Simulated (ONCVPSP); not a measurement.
# Ce, ONCV: configuration errors across variants

```
Element                 : Ce (Z = 58)
Generator               : ONCVPSP 4.0.1
Type                    : optimised norm-conserving Vanderbilt (ONCV)
Functional              : PBE
Relativity              : non-relativistic
Frozen core             : [Kr] 4d10
Valence charge          : 12
Reference configuration : 4f1 5s2 5p6 5d1 6s2
Partial waves           : 5s+6s: rc 2.55 bohr, ncon 3, nbas 6, qcut 4.2 1/bohr, 2 projectors; 5p: rc 1.95 bohr, ncon 4, nbas 7, qcut 4.4 1/bohr, 1 projector; 5d: rc 3.10 bohr, ncon 3, nbas 8, qcut 4.9 1/bohr, 2 projectors, debl 1.4 Ha; 4f: rc 1.10 bohr, ncon 4, nbas 8, qcut 18.3 1/bohr, 2 projectors, debl 1.6 Ha
Local potential         : polynomial inside 0.90 bohr (lpopt 3, dvloc0 0 Ha)
Core correction         : Teter function, fcfact 5.75, rcfact 1.45
```

All-electron excitation energies from the reference (eV): (1) 4f1 5s2 5p6 5d1 6s1 5.754; (2) 4f1 5s2 5p6 5d1 6s0 16.309; (3) 4f1 5s2 5p6 5d0 6s0 36.043.

A true bound ghost makes a file unfit for plane-wave use even where its test errors are small: the radial tests pick states by their node count and pass the ghost by.

Errors AE − PS in meV (a dash: test not solved or not reliable):

| change | (1) | (2) | (3) | bound ghosts | GHOST(+) flags above zero |
| --- | --- | --- | --- | --- | --- |
| base | -0.8 | -6.0 | -5.3 | s, p | d |
| p: qcut 3.5 | -0.8 | -6.0 | -5.6 | s, p | d |
| p: qcut 4.1 | -0.8 | -6.0 | -5.7 | s, p | d |
| p: qcut 4.8 | -0.8 | -6.1 | -5.4 | s, p | d |
| p: qcut 5.1 | -0.8 | -6.1 | -5.5 | s, p | d |
| p: qcut 5.8 | -0.8 | -6.2 | -5.6 | s, p | d |
| p: qcut 6.5 | -0.8 | -6.2 | -5.6 | s, p | d |

Question: Give the same row for: p: qcut 2.7.

Answer: -0.8, -6.0, -5.6; bound ghosts: s, p; GHOST(+) flags above zero: d.
